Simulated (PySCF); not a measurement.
C4H3NOS, SMILES O=Cc1nccs1. Atoms are numbered in the order given.

```xyz
10

O     -0.3026    -2.6106     0.0000
C      0.6074    -1.8215     0.0000
C      0.4244    -0.3621     0.0000
N      1.4026     0.5027     0.0000
C      0.9244     1.7699     0.0000
C     -0.4480     1.8793     0.0000
S     -1.1684     0.3308     0.0000
H      1.6817    -2.1245     0.0000
H      1.6140     2.6159     0.0000
H     -1.0487     2.7880     0.0000
```

Geometry: PBE0-D3(BJ)/def2-SVP. The values are those of a single conformer.

Computed with PBE/def2-TZVP run with PySCF.

ESP charges are fitted to the potential on shells at 1.4 to 2.0 van der Waals radii. Atomic charges (e):

| atom | Löwdin | meta-Löwdin | ESP fit |
|---|---|---|---|
| O1 | … | -0.36 | -0.40 |
| C2 | -0.33 | 0.23 | 0.29 |
| C3 | -0.48 | -0.06 | 0.31 |
| N4 | … | -0.22 | -0.50 |
| C5 | … | -0.05 | 0.19 |
| C6 | -0.40 | -0.27 | -0.34 |
| S7 | … | 0.34 | 0.08 |
| H8 | … | 0.09 | 0.04 |
| H9 | 0.14 | 0.14 | 0.11 |
| H10 | 0.14 | 0.15 | 0.22 |

Task: Fill in the missing entries. (Estimate from the structure and the level; the computed values follow.)

Result: 
- O1, Löwdin: 0.14
- N4, Löwdin: 0.16
- C5, Löwdin: -0.27
- S7, Löwdin: 0.78
- H8, Löwdin: 0.12

Computed Mayer and Wiberg (Löwdin basis) orders of the bonds:
```json
[
 {"bond": "O1–C2", "Mayer": "2.15", "Wiberg": "2.73"},
 {"bond": "C2–C3", "Mayer": "0.94", "Wiberg": "1.31"},
 {"bond": "C3–N4", "Mayer": "1.59", "Wiberg": "1.86"},
 {"bond": "N4–C5", "Mayer": "1.37", "Wiberg": "1.64"},
 {"bond": "C5–C6", "Mayer": "1.57", "Wiberg": "1.77"},
 {"bond": "C3–S7", "Mayer": "1.24", "Wiberg": "1.48"},
 {"bond": "C6–S7", "Mayer": "1.29", "Wiberg": "1.62"},
 {"bond": "C2–H8", "Mayer": "0.97", "Wiberg": "0.85"},
 {"bond": "C5–H9", "Mayer": "0.95", "Wiberg": "0.85"},
 {"bond": "C6–H10", "Mayer": "0.93", "Wiberg": "0.87"}
]
```
